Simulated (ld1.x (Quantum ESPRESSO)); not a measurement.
# Transferability test, TM potential for I (Z = 53)

ld1.x (Quantum ESPRESSO) 7.5 input, shortened:

```
&input
   title='I', zed=53., rel=0, dft='PZ', iswitch=3,
   config='[Kr] 4d10 5s2 5p5'
 /
 &inputp
   pseudotype=2, tm=.true., lloc=-1, rcloc=1.15,
   nlcc=.true., rcore=1.35
 /
3
5S  1  0   2.00   0.00  1.35  1.35  0.0
5P  2  1   5.00   0.00  1.90  1.90  0.0
4D  3  2  10.00   0.00  1.40  1.40  0.0
 &test
   configts(1)='4d10 5s2 5p5'
 /
```

Energies are relative to the spin-unpolarised reference configuration 4d10 5s2 5p5; without spin polarisation the order of configurations can differ from experiment. Spin-polarised rows fill each open shell by Hund’s rule, majority spin first. Not all tests gave a result: 1 of 9 tests not solved or not reliable. Left out of the table: 4d9 5s2 5p5 (solver errors, printed error -2943 eV). The frozen-core shift is the all-electron ΔE with the core orbitals held at their reference shape minus the fully relaxed ΔE.

```tsv
valence configuration	charge	ΔE all-electron (eV)	error AE − PS (meV)	frozen-core shift (meV)
4d10 5s2 5p4	+1	11.332	+1.2	+0.1
4d10 5s2 5p3	+2	31.354	+6.9	+1.4
4d10 5s2 5p2	+3	60.838	+21	+5.9
4d10 5s1 5p6	0	9.004	-9.9	+0.3
4d10 5s2 5p1	+4	100.409	+48	+17
4d10 5s2 5p4 (spin-polarised)	+1	10.775	+8.8	+0.6
```

Question: What are ΔE and the potential's error for 4d10 5s2 5p5 (spin-polarised)?

Answer: ΔE = -0.120 eV all-electron; the error (AE − PS) is +1.6 meV.

Question: What are ΔE and the potential's error for 4d10 5s1 5p5?

Answer: ΔE = 20.815 eV all-electron; the error (AE − PS) is -5.7 meV.

Levels in the configuration 4d10 5s1 5p5:

```tsv
level	all-electron (eV)	pseudo (eV)
4d	-63.313	-63.437
5s	-25.570	-25.582
5p	-16.028	-16.022
```

Note: ghost states, extra bound levels that the all-electron valence spectrum of the same l lacks: s at -161.2 eV, p at -74.0 eV. A true bound ghost makes a file unfit for plane-wave use.
